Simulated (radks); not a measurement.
Task: Neutral gold, 79 electrons, occupied as [Xe] 4f14 5d8.5 6s1.5 6p1 (fractional occupations, a model configuration). Calculated with a radial shooting solver on a logarithmic mesh with Libxc functionals: scalar-relativistic Kohn-Sham, r2SCAN, spin-unpolarised, spherical densities, finite nucleus; meta-GGA in the generalised Kohn-Sham scheme; Fermi nuclear charge, rms radius 5.4371 fm. Some entries of the table are withheld. Estimate them.

orbital  occ.  eigenvalue (hartree)  <r> (bohr)
1s          2             -2971.196     0.01687
2s          2             -525.5027     0.07112
2p          6             -454.3187     0.06425
3s          2             -124.6347      0.1837
3p          6             -103.8947      0.1850
3d         10             -81.67519      0.1677
4s          2             -27.49055      0.4070
4p          6             -20.66039         (1)
4d         10             -12.41151      0.4582
5s          2              -4.31242      0.9283
4f         14              -3.27138      0.4984
5p          6              -2.49691       1.068
5d        8.5              -0.45692         (2)
6s        1.5              -0.32158         (3)
6p          1                   (4)       4.027

Result: 
(1) 4p <r> (bohr): 0.4332
(2) 5d <r> (bohr): 1.517
(3) 6s <r> (bohr): 2.649
(4) 6p eigenvalue (hartree): -0.07853
